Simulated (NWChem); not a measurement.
Molecule: SnSe, singlet; SMILES [Se]=[Sn]

```xyz
2

Sn     0.0000     0.0000    -0.9464
Se     0.0000     0.0000     1.3916
```
Atoms are numbered in this order, from 1.

All runs: NWChem. Low-valent species are run as closed-shell singlets; no triplet was tried in these runs. Coordinates come from a PBE0/def2-SVP optimisation. def2 effective core potentials on Sn; no spin-orbit coupling. Level: PBE0/def2-SVPD; rows give the wavelength of the field.

For field static:

- isotropic polarisability (bohr³) = 73.7
- anisotropy (bohr³) = 47.2

Estimate the same quantities for field 1065 nm.


| Item | Result |
|---|---|
| isotropic polarisability (bohr³) | 75.5 |
| anisotropy (bohr³) | 48.9 |
